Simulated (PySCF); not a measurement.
Species: TiH2Cl2 (singlet state).
Structure used (PBE0-D3(BJ)/def2-SVP), in Å, numbered top down from 1:
```
atom  x, y, z in Å
Ti1    0.0165    0.0005    0.0233
H2     0.0126   -0.0324    1.6926
H3     1.6117    0.0141   -0.4585
Cl4   -0.8314    1.8857   -0.5914
Cl5   -0.8094   -1.8679   -0.6660
```

Level of theory: delta-SCF UKS SCAN, pcX-2 on the ionised atom (unc-x2c-TZVPall on a metal), pcseg-1 elsewhere, spin-free X2C in PySCF. Binding energies are ΔSCF values: E(core-ionised, relaxed orbitals) − E(ground state) at a fixed geometry, referred to the vacuum level.

One binding energy is withheld.

| atom(s) | bonded to | level | binding energy (eV) |
| --- | --- | --- | --- |
| Cl4/Cl5 | Ti | Cl 1s | ? |
| Cl4/Cl5 | Ti | Cl 2p3/2 | 206.25 |
| Ti1 | 2 Cl and 2 H | Ti 2p3/2 | 463.98 |

**Question.** Fill in Cl 1s for Cl4/Cl5.

**Answer.** 2828.86 eV (chlorine bonded to Ti).

**Question.** What is the longest wavelength that can ionise Cl 2p3/2 of Cl4/Cl5 vertically?

**Answer.** λ = hc/E = 12398.42 eV Å / 206.25 eV = 60.114 Å.

The first atom of each set that the bonding makes equivalent was ionised and stands for the set. The unrestricted hole states depart most from a pure doublet (⟨S²⟩ = 0.75; over 0.85 named) for Ti 2p3/2 of Ti1 (0.94), which makes this value less certain. The 2p values aren't plain energy differences: one relaxed spin-free 2p hole is combined with a matrix within the shell (ground-state 2p orbital-energy differences and spin–orbit coupling). 2p3/2, the mean of its two sublevels, lies a third of the splitting below the shell's mean and 2p1/2 two thirds above it; the statistical areas are 2:1. 2p1/2 minus 2p3/2 (ligand field included): Cl 1.65 eV, Ti 5.72 eV. Satellites of the metal's 2p lines aren't described. Geometry: PBE0-D3(BJ)/def2-SVP; no solvent, vibrations or thermal averaging. Metal 2p energies of this one-determinant scheme are less reliable than its 1s energies.

Time: 15 s. Hardware: one thread of an Arm Neoverse V2, shared host.
